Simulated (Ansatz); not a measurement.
Ansatz (an electronic-structure program) input (CCSD(T)/def2-SVPD):

Ansatz 0.2 input:
```yaml
crystal:
  periodic: [false, false, false]
  atoms:
    - {symbol: In, position_ang: [-0.00000000, -0.00000000, -1.59217154]}
    - {symbol: I, position_ang: [0.00000000, 0.00000000, 1.47200765]}
basis:
  gaussian:
    orbitals: def2-SVPD
total_charge: -1
magnetization: {spin_polarized: true, initial_magnetization: 1}
correlation: {method: ccsd_t, electrons: outside_noble_gas}
output: {forces: true}
```

End of the output:

```
mean field evaluation 256: about -13219.7893 eV, gradient 2.9e-4 eV
mean field evaluation 288: about -13216.9987 eV, gradient 1.3e1 eV
mean field -13223.82824828 eV, -485.9667246917 hartree, gradient 2.4e-6 eV, S^2 0.766092; 9 other end points of the search recorded, 0 dependent functions left out
determinant -13223.82824828 eV, -485.9667246917 hartree, with singles and doubles -13228.28455827 eV, -486.1304910629 hartree
determinant -13222.69483867 eV, -485.9250726567 hartree, with singles and doubles -13227.22776584 eV, -486.0916546578 hartree
determinant -13220.55736659 eV, -485.8465220066 hartree, with singles and doubles -13225.17476870 eV, -486.0162084043 hartree
determinant -13220.48131369 eV, -485.8437271142 hartree, with singles and doubles -13225.02741461 eV, -486.0107932412 hartree
18 core orbitals not correlated
reference -13223.82824828 eV, -485.9667246917 hartree; 6, 5 occupied and 43, 44 virtual orbitals, 868 factors
densities: 0.26 GiB planned
second order -3.89259268 eV of doubles, -0.00000000 eV of singles
coupled cluster: 0.19 GiB planned
cycle   1  -4.45097546 eV  change   -4.7e-2 eV  update   1.8e-2
cycle   2  -4.45581763 eV  change   -4.8e-3 eV  update   5.9e-3
cycle   3  -4.45709331 eV  change   -1.3e-3 eV  update   2.6e-3
cycle   4  -4.45793113 eV  change   -8.4e-4 eV  update   7.4e-4
cycle   5  -4.45807823 eV  change   -1.5e-4 eV  update   2.6e-4
cycle   6  -4.45813897 eV  change   -6.1e-5 eV  update   1.1e-4
cycle   7  -4.45815564 eV  change   -1.7e-5 eV  update   4.1e-5
cycle   8  -4.45815287 eV  change    2.8e-6 eV  update   1.6e-5
cycle   9  -4.45815061 eV  change    2.3e-6 eV  update   6.9e-6
cycle  10  -4.45815034 eV  change    2.7e-7 eV  update   2.9e-6
cycle  11  -4.45815038 eV  change   -4.3e-8 eV  update   1.1e-6
cycle  12  -4.45815056 eV  change   -1.8e-7 eV  update   4.4e-7
perturbative correction -0.12662666 eV, -0.0046534439 hartree
the calculation of the forces begins
Total energy: -13228.41302550 eV, -486.1352121467 hartree
Atom 0 at    -0.000000    -0.000000    -1.592172 Å, force    -0.000000    -0.000000    -0.181250 eV/Å
Atom 1 at     0.000000     0.000000     1.472008 Å, force    -0.000000    -0.000000     0.181250 eV/Å
Dipole moment:     0.000000     0.000000    -0.078288 e Å
```
